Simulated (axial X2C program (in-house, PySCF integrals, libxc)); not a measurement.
**Worked dissociation energy of SiI: CCSD(T), with spin–orbit coupling**

Calculated with an axial X2C code built on PySCF integrals. Two-component (2c) means X2C with spin–orbit coupling and atomic mean-field two-electron Coulomb and Gaunt terms. Basis: I dyall-cv3z [11s12p8d4f1g], Si dyall-v3z [8s7p2d1f] (cores contracted in-house); Gaussian nuclei, density fitting, unrestricted open shells. Masses: I 126.904 u, Si 27.977 u.

Molecular state: Ω = 1/2 (⟨Sz⟩ = -0.50, ⟨Lz⟩ = 1.00 at HF).

Correlated methods: 11 electrons correlated (number of frozen shells: I 4 s, 3 p, 2 d; Si 2 s, 1 p), 217 virtual spin orbitals or spinors in MP2, 90 natural virtuals in coupled cluster.

| Quantity | Value |
| --- | --- |
| E(I) (2M_J = 3) | -7109.927850 hartree |
| E(Si) (2M_J = 2) | -289.503675 hartree |
| E(SiI) at Re | -7399.534798 hartree |
| ωe | 358.3 cm⁻¹ |
| ωexe | 1.13 cm⁻¹ |

Work out De and D0.

De = -7109.927850 + (-289.503675) − (-7399.534798) = 0.10327 hartree = 2.810 eV. The zero-point energy is ωe/2 − ωexe/4 = 179 cm⁻¹ = 0.022 eV, so D0 = 2.788 eV.

The state is one determinant whose occupation by symmetry is held fixed; it was picked as the lowest of a PBE0 search that is not exhaustive. Dissociation energies refer to the lowest single-determinant-based atoms at the same level and basis. Coupled cluster ran in a truncated set of natural virtual spinors; the MP2 energy of the rest was added. (T) has no such correction and the atoms are truncated less, which lowers De at CCSD(T) by a hundredth of an eV or more. The 2c atoms are single determinants rather than J levels; their spin–orbit lowering is only partly caught, and De is too large by that part. This holds for CCSD(T).

Each atomic determinant is the lowest at this level and need not be a pure J level. Totals compare only within one Hamiltonian and basis.
